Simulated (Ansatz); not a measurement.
Born–Oppenheimer molecular dynamics of H5NSi + H5NSi (14 atoms, charge 0, multiplicity 1). It starts from a relaxed structure.

Level of theory: Ansatz, RKS B3LYP-D4/6-31G.

* ensemble: NVT, Nosé–Hoover chain
* time step: 0.25 fs
* steps asked: 228
* set temperature: 700 K
* thermostat: time constant 100 fs, chain length 1
* seed: 586274

Frames 1.25 fs apart, positions in Å.

Velocities at 20 fs (Å/ps):

```
Si 0.70 -3.05 3.52
N 0.88 8.31 0.15
H 22.84 22.90 3.21
H 27.86 -16.81 -8.63
H -16.59 -6.96 -21.38
H -6.30 21.38 -3.15
H -16.06 24.31 -8.22
Si 0.75 3.68 -7.14
N 0.36 -9.81 10.59
H -5.49 -3.10 -0.54
H -30.65 -13.63 -18.23
H -28.64 8.13 8.69
H -4.45 -25.27 -2.38
H -0.02 -7.66 2.28
```

```xyz
14
Properties=species:S:1:pos:R:3 time_fs=20 energy_less_start_eV=0.369 T=467
Si 0.853 0.434 -2.165
N -0.573 -0.448 -1.523
H 0.477 1.444 -3.143
H 1.555 1.153 -0.949
H 1.934 -0.379 -2.885
H -0.641 -0.635 -0.533
H -1.068 -1.141 -2.094
Si 0.242 0.312 2.048
N -1.164 -0.757 1.618
H 1.436 -0.493 1.477
H 0.037 1.681 1.250
H 0.402 0.540 3.455
H -2.103 -0.380 1.487
H -1.155 -1.704 1.921
14
Properties=species:S:1:pos:R:3 time_fs=21.25 energy_less_start_eV=0.291 T=518
Si 0.854 0.430 -2.160
N -0.571 -0.438 -1.523
H 0.503 1.477 -3.143
H 1.586 1.129 -0.966
H 1.912 -0.388 -2.909
H -0.651 -0.609 -0.533
H -1.086 -1.107 -2.102
Si 0.243 0.317 2.038
N -1.164 -0.769 1.631
H 1.427 -0.492 1.480
H 0.001 1.655 1.233
H 0.368 0.553 3.474
H -2.105 -0.412 1.484
H -1.155 -1.720 1.925
14
Properties=species:S:1:pos:R:3 time_fs=22.5 energy_less_start_eV=0.207 T=573
Si 0.856 0.426 -2.155
N -0.569 -0.428 -1.524
H 0.526 1.516 -3.146
H 1.609 1.097 -0.992
H 1.886 -0.398 -2.930
H -0.664 -0.584 -0.527
H -1.102 -1.065 -2.106
Si 0.243 0.321 2.027
N -1.163 -0.779 1.645
H 1.414 -0.484 1.488
H -0.032 1.616 1.227
H 0.338 0.570 3.506
H -2.103 -0.445 1.482
H -1.154 -1.747 1.931
14
Properties=species:S:1:pos:R:3 time_fs=23.75 energy_less_start_eV=0.217 T=568
Si 0.857 0.422 -2.150
N -0.567 -0.418 -1.526
H 0.546 1.556 -3.149
H 1.626 1.060 -1.024
H 1.857 -0.409 -2.947
H -0.682 -0.561 -0.518
H -1.117 -1.020 -2.107
Si 0.243 0.325 2.016
N -1.162 -0.789 1.658
H 1.402 -0.469 1.501
H -0.060 1.567 1.228
H 0.312 0.589 3.537
H -2.099 -0.474 1.480
H -1.151 -1.776 1.937
14
Properties=species:S:1:pos:R:3 time_fs=25 energy_less_start_eV=0.316 T=505
Si 0.858 0.419 -2.145
N -0.564 -0.408 -1.527
H 0.565 1.591 -3.145
H 1.641 1.021 -1.054
H 1.825 -0.422 -2.960
H -0.703 -0.538 -0.513
H -1.137 -0.977 -2.111
Si 0.242 0.329 2.005
N -1.160 -0.799 1.671
H 1.395 -0.450 1.516
H -0.085 1.519 1.232
H 0.290 0.611 3.560
H -2.098 -0.497 1.479
H -1.145 -1.795 1.940
14
Properties=species:S:1:pos:R:3 time_fs=26.25 energy_less_start_eV=0.418 T=440
Si 0.860 0.416 -2.141
N -0.560 -0.398 -1.527
H 0.582 1.618 -3.134
H 1.658 0.983 -1.077
H 1.792 -0.438 -2.971
H -0.725 -0.517 -0.517
H -1.162 -0.938 -2.118
Si 0.240 0.332 1.995
N -1.158 -0.809 1.684
H 1.396 -0.429 1.532
H -0.110 1.482 1.231
H 0.274 0.633 3.567
H -2.100 -0.516 1.477
H -1.136 -1.802 1.941
14
Properties=species:S:1:pos:R:3 time_fs=27.5 energy_less_start_eV=0.444 T=424
Si 0.861 0.413 -2.139
N -0.555 -0.388 -1.526
H 0.600 1.634 -3.112
H 1.680 0.950 -1.085
H 1.758 -0.457 -2.980
H -0.748 -0.497 -0.529
H -1.190 -0.901 -2.127
Si 0.238 0.334 1.986
N -1.155 -0.820 1.697
H 1.409 -0.410 1.547
H -0.134 1.463 1.221
H 0.262 0.655 3.555
H -2.103 -0.529 1.477
H -1.123 -1.800 1.939
14
Properties=species:S:1:pos:R:3 time_fs=28.75 energy_less_start_eV=0.379 T=467
Si 0.863 0.411 -2.137
N -0.552 -0.378 -1.524
H 0.616 1.641 -3.080
H 1.710 0.922 -1.077
H 1.724 -0.479 -2.989
H -0.771 -0.478 -0.544
H -1.217 -0.861 -2.134
Si 0.234 0.334 1.978
N -1.151 -0.831 1.710
H 1.435 -0.393 1.560
H -0.161 1.467 1.198
H 0.256 0.677 3.525
H -2.100 -0.538 1.479
H -1.107 -1.798 1.938
14
Properties=species:S:1:pos:R:3 time_fs=30 energy_less_start_eV=0.272 T=537
Si 0.864 0.409 -2.136
N -0.550 -0.369 -1.523
H 0.631 1.638 -3.041
H 1.745 0.896 -1.056
H 1.690 -0.503 -2.999
H -0.795 -0.461 -0.555
H -1.237 -0.816 -2.136
Si 0.229 0.334 1.972
N -1.148 -0.840 1.722
H 1.470 -0.375 1.571
H -0.188 1.488 1.166
H 0.255 0.700 3.479
H -2.091 -0.546 1.484
H -1.087 -1.805 1.940
14
Properties=species:S:1:pos:R:3 time_fs=31.25 energy_less_start_eV=0.219 T=572
Si 0.866 0.407 -2.135
N -0.548 -0.360 -1.522
H 0.645 1.630 -2.998
H 1.782 0.871 -1.027
H 1.657 -0.530 -3.009
H -0.817 -0.445 -0.558
H -1.249 -0.767 -2.134
Si 0.224 0.334 1.966
N -1.144 -0.848 1.734
H 1.510 -0.356 1.581
H -0.211 1.516 1.129
H 0.260 0.723 3.423
H -2.078 -0.552 1.492
H -1.065 -1.825 1.946
14
Properties=species:S:1:pos:R:3 time_fs=32.5 energy_less_start_eV=0.284 T=532
Si 0.868 0.406 -2.135
N -0.549 -0.352 -1.522
H 0.656 1.623 -2.953
H 1.815 0.844 -0.998
H 1.626 -0.557 -3.019
H -0.837 -0.430 -0.554
H -1.257 -0.717 -2.132
Si 0.217 0.333 1.960
N -1.140 -0.855 1.745
H 1.548 -0.333 1.590
H -0.230 1.544 1.094
H 0.269 0.750 3.366
H -2.064 -0.557 1.501
H -1.042 -1.848 1.952
14
Properties=species:S:1:pos:R:3 time_fs=33.75 energy_less_start_eV=0.400 T=458
Si 0.871 0.405 -2.135
N -0.550 -0.344 -1.520
H 0.664 1.622 -2.913
H 1.841 0.812 -0.974
H 1.595 -0.584 -3.031
H -0.852 -0.416 -0.548
H -1.267 -0.668 -2.134
Si 0.210 0.331 1.953
N -1.134 -0.862 1.756
H 1.579 -0.305 1.600
H -0.241 1.563 1.065
H 0.282 0.782 3.318
H -2.055 -0.561 1.511
H -1.020 -1.864 1.957
```

Of the whole run (57 fs, mean temperature of the second half 481 K): The conserved energy stayed within 0.059 meV per atom of its start (net change 0.042 meV per atom), so the integration is sound. The mean temperature of the second half is 31 % below the set value. A run of 0.057 ps of so small a system gives no equilibrium averages. Limits of this set-up: no polarisation functions.

Time of the run: 14 min on 1 thread of Arm Neoverse V1 (shared host), peak memory 0.14 GiB.
